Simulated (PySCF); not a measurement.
CBr and its ions

UHF; C def2-TZVPPD, Br def2-TZVPPD; no relativity (PySCF 2.14). Neutral (UHF): doublet (π ↑), Re = 1.837 Å, ωe = 719 cm⁻¹, De = 1.65 eV, HOMO -10.37 eV, LUMO 0.58 eV.

CBr⁺ (RHF): singlet (closed shell), Re = 1.680 Å, ωe = 1044 cm⁻¹, De = 3.63 eV to C⁺ + Br. The energies at the minima are -2610.15181 hartree for CBr and -2609.82758 for CBr⁺.

Q: Work out the adiabatic ionisation energy, without and with harmonic zero-point energies (1 hartree = 27.2114 eV, 1 eV = 8065.5 cm⁻¹), and the change of the bond length.

A: At HF: 0.32423 hartree = 8.823 eV between the minima; the zero-point term (1044.0 − 719.0)/2 cm⁻¹ = +0.020 eV makes it 8.843 eV. Re changes by -15.7 pm against the neutral. The electron leaves a π orbital, and the shorter bond of the ion fits an antibonding orbital, or a change in how ionic the bond is.

CBr⁻ (UHF): triplet (π ↑↑), Re = 2.230 Å, ωe = 260 cm⁻¹. The energies at the minima are -2610.15181 hartree for CBr and -2610.20140 for CBr⁻.

Q: Work out the adiabatic electron affinity, without and with harmonic zero-point energies (1 hartree = 27.2114 eV, 1 eV = 8065.5 cm⁻¹), and the change of the bond length.

A: At UHF: 0.04959 hartree = 1.349 eV between the minima; the zero-point term (719.0 − 260.0)/2 cm⁻¹ = +0.028 eV makes it 1.378 eV. Re changes by +39.3 pm against the neutral. The electron enters a π orbital, and the ion is left as a loose complex of an ion and an atom.

Spin–orbit coupling is left out. For an ion De counts to the pair picked by the measured ionisation energies or electron affinities, which need not be the lowest pair at this level. Where the molecule has an RHF reference, its open-shell atoms are computed with UHF. Hartree–Fock leaves out correlation, which carries a large part of most bond energies and some tenths to 1 eV of ionisation energies. States were picked by a PBE0 search and need not be the measured ground states.

Neutral and ion stand on different kinds of reference determinant, which adds to the error of the difference.
